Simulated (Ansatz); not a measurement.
**Nudged elastic band run: GaH3N**

The input (input.yaml):

```yaml
crystal:
  periodic: [false, false, false]
  atoms:
    - { symbol: "N", position_ang: [-0.212024, -0.686903, 0.065245] }
    - { symbol: Ga, position_ang: [0.827916, 0.792429, 0.425982] }
    - { symbol: H, position_ang: [-0.951356, -0.703789, -0.629747] }
    - { symbol: H, position_ang: [-0.120165, -1.581029, 0.531242] }
    - { symbol: H, position_ang: [0.50543, 2.105591, -0.434121] }
magnetization:
  spin_polarized: true
  initial_magnetization: 1
basis:
  gaussian: { orbitals: def2-SVPD }
hamiltonian:
  xc: b3lyp
neb:
  order_check: false
  images: 9
  f_tol: 0.05
  max_iterations: 60
  initial_path: linear
  final_atoms:
    - { symbol: "N", position_ang: [-0.09114953, -0.16939031, -0.22886962] }
    - { symbol: Ga, position_ang: [0.85727979, 1.09234504, 1.74135509] }
    - { symbol: H, position_ang: [-1.10706489, -0.19475728, -0.15890131] }
    - { symbol: H, position_ang: [0.24936627, -1.12569691, -0.30560502] }
    - { symbol: H, position_ang: [0.14136936, 0.32379846, -1.08937814] }
```

Run as:

```bash
$ ansatz run input.yaml --threads 2 --pin off --max-ram 3072MiB --backend cpu --events-out ev --progress --plain --runs-dir out
```

Output, in part (warnings, iteration lines, the closing report on the highest movable image, with atoms numbered from 0):

```
NEB end point (image 0): max|allowed force component| = 2.527e-3 eV/Å (the criterion of neb.relax_end_points is 1.000e-2)
NEB end point (image 10): max|allowed force component| = 2.036e-3 eV/Å (the criterion of neb.relax_end_points is 1.000e-2)
NEB iter   1: max|band force component| = 4.622e0 eV/Å  barrier→ = 1.9164 eV  barrier← = 1.8892 eV  Δτ_max = 0.2000 Å  (833 SCF iters)
NEB iter   2: max|band force component| = 1.873e0 eV/Å  barrier→ = 1.3742 eV  barrier← = 1.3470 eV  Δτ_max = 0.2000 Å  (376 SCF iters)
NEB iter   3: max|band force component| = 2.128e0 eV/Å  barrier→ = 1.3252 eV  barrier← = 1.2980 eV  Δτ_max = 0.0839 Å  (453 SCF iters)
NEB iter   4: max|band force component| = 4.495e-1 eV/Å  barrier→ = 1.2748 eV  barrier← = 1.2476 eV  CI = image 6  Δτ_max = 0.1000 Å  (449 SCF iters)
NEB iter   5: max|band force component| = 4.473e-1 eV/Å  barrier→ = 1.3417 eV  barrier← = 1.3145 eV  CI = image 6  Δτ_max = 0.1007 Å  (408 SCF iters)
NEB iter   6: max|band force component| = 4.362e-1 eV/Å  barrier→ = 1.3550 eV  barrier← = 1.3278 eV  CI = image 6  Δτ_max = 0.0420 Å  (472 SCF iters)
NEB iter   7: max|band force component| = 2.118e-1 eV/Å  barrier→ = 1.3538 eV  barrier← = 1.3266 eV  CI = image 6  Δτ_max = 0.0694 Å  (406 SCF iters)
NEB iter   8: max|band force component| = 1.705e-1 eV/Å  barrier→ = 1.3514 eV  barrier← = 1.3242 eV  CI = image 6  Δτ_max = 0.0626 Å  (450 SCF iters)
NEB iter   9: max|band force component| = 9.578e-2 eV/Å  barrier→ = 1.3503 eV  barrier← = 1.3232 eV  CI = image 6  Δτ_max = 0.0379 Å  (401 SCF iters)
NEB iter  10: max|band force component| = 5.922e-2 eV/Å  barrier→ = 1.3501 eV  barrier← = 1.3229 eV  CI = image 6  Δτ_max = 0.0206 Å  (393 SCF iters)
NEB iter  11: max|band force component| = 2.002e-2 eV/Å  barrier→ = 1.3500 eV  barrier← = 1.3228 eV  CI = image 6  Δτ_max = 0.0000 Å  (1083 SCF iters)
Total energy: -53908.55257644 eV, -1981.1027666549 hartree
Atom 0 at    -0.232057    -0.383471    -0.137989 Å, force    -0.000526     0.000740     0.000907 eV/Å
Atom 1 at     0.580399     0.551414     1.604399 Å, force    -0.000762    -0.001208    -0.002156 eV/Å
Atom 2 at    -1.132940    -0.155130    -0.559081 Å, force    -0.000218     0.000631     0.000721 eV/Å
Atom 3 at     0.278178    -1.013434    -0.757548 Å, force     0.001526     0.000261     0.000697 eV/Å
Atom 4 at     0.556222     0.926921    -0.191180 Å, force    -0.000021    -0.000423    -0.000169 eV/Å
Dipole moment:    -0.118775    -0.154823    -0.176180 e Å
```

It converged. Another band between the same ends (9 images) ends at a top of the same energy, where a vibrational analysis finds 1 clearly imaginary mode.

Final band (atoms are numbered from 1 in the order of the input):

```tsv
image	path coordinate (Å)	energy (kcal/mol)	Ga2–H5 (Å)	N1–H5 (Å)
0	0.00	0.0	1.60	2.93
1	0.42	2.1	1.60	2.93
2	0.83	6.7	1.61	2.86
3	1.25	11.3	1.62	2.70
4	1.66	19.2	1.66	2.36
5	2.08	26.1	1.76	1.99
6	2.49	31.1	1.83	1.53
7	2.79	18.0	1.98	1.18
8	3.08	4.6	2.35	1.03
9	3.38	1.3	2.72	1.02
10	3.67	0.6	3.02	1.02
```

Time of the run: 5.5 min on 2 threads of Arm Neoverse V1, on a shared host, peak memory 0.23 GiB.
